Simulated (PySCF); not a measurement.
Oxygen: a sound run and one with changed settings

Sound run: O⁺ [He] 2s2 2p3, O²⁺ [He] 2s2 2p2. Computed with PySCF 2.14 in cc-pVDZ (3s2p1d, 14 functions), with no relativity, point nucleus. In the sound run the correlated levels freeze 1s2. The sound run starts from symmetry-adapted Hartree-Fock orbitals and uses a fine grid where one is needed.

Changed run: basis STO-3G. This setting is unsound on purpose.

```tsv
species	method	sound run (hartree)	changed run (hartree)	converged
O⁺	UHF	-74.35247	-73.44358	yes
O⁺	PBE	-74.47459	-73.52932	yes
O⁺	r2SCAN	-74.53453	-73.60160	yes
O⁺	MP2	-74.42235	-73.44358	yes
O²⁺	UHF	-73.08103	-72.10797	yes
O²⁺	PBE	-73.17486	-72.17774	yes
O²⁺	r2SCAN	-73.22785	-72.23888	yes
O²⁺	MP2	-73.13657	-72.11973	yes
O²⁺	CCSD(T)	-73.15946	-72.12986	yes
```

Ionisation energy of O⁺:

| method | sound run (eV) | changed run (eV) |
| --- | --- | --- |
| UHF | 34.598 | 36.344 |
| PBE | 35.367 | 36.778 |
| r2SCAN | 35.557 | 37.081 |
| MP2 | 34.988 | 36.024 |
| SCS-MP2 | 34.789 | 35.960 |

A minimal basis cannot let orbitals breathe on ionisation and holds almost no correlation.

For comparison, NIST gives 35.121 eV between the lowest levels.
